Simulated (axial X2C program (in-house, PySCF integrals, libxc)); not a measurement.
What spin–orbit coupling does to PI

Calculated with an in-house all-electron X2C program for linear molecules (integrals from PySCF). Spin-free means the one-electron spin-free X2C Hamiltonian; two-component (2c) means X2C with spin–orbit coupling and atomic mean-field two-electron Coulomb and Gaunt terms, so the difference of the two also holds small scalar two-electron terms. Basis: I dyall-cv3z [11s12p8d4f1g], P dyall-v3z [8s7p2d1f] (cores contracted in-house); Gaussian nuclei, density fitting, unrestricted open shells. Masses: I 126.904 u, P 30.974 u.

Spin-free state: M_S = 1, Λ = 0 (beyond evenly filled blocks: π+α, π-α); fragments I + P.

```tsv
level	Re (Å)	ωe (cm⁻¹)	De (eV)	μ (D)
PBE0	2.376	379.8	2.566	-0.06
TPSSh	2.386	371.0	2.600	-0.11
```

Dipoles are positive if P is the positive end.

Two-component determinant lowest at the distance of the search:

Ω = 1 (⟨Sz⟩ = 1.00, ⟨Lz⟩ = 0.00 at PBE0); fragments I + P.

| level | Re (Å) | ωe (cm⁻¹) | De (eV) | μ (D) |
| --- | --- | --- | --- | --- |
| PBE0 | 2.380 | 375.8 | 2.316 | -0.10 |
| TPSSh | 2.391 | 367.0 | 2.384 | -0.15 |

(1) From the two tables, how do the constants change at the PBE0 level (2c against spin-free)?

One determinant describes the state; a PBE0 search over occupations chose it and may have missed a lower one. De is counted from the lowest determinant-based energies of the atoms at the same level, without counterpoise correction. Density functionals use the spin component along the axis (collinear). PBE0 can misorder states that lie within some tenths of an eV, so this need not be the ground state of the molecule. The nearest other spin-free determinant of the search, M_S = 0, Λ = 2, lies 0.89 eV up at the distance of the search. The functionals have no current-density term, which raises determinants with orbital currents, atoms included. With several unpaired electrons one determinant need not be a pure state. Open-shell Ω = 0 determinants with evenly filled partner blocks cannot be reached by this program, so the Ω shown need not be the lowest component. This is the Ω = 1 component of a π² triplet; the 0⁺ component is not one determinant and can lie lowest.

Answers

(1) At the PBE0 level Re rises by 0.004 Å and ωe drops by 4.0 cm⁻¹; De changes by -0.250 eV.
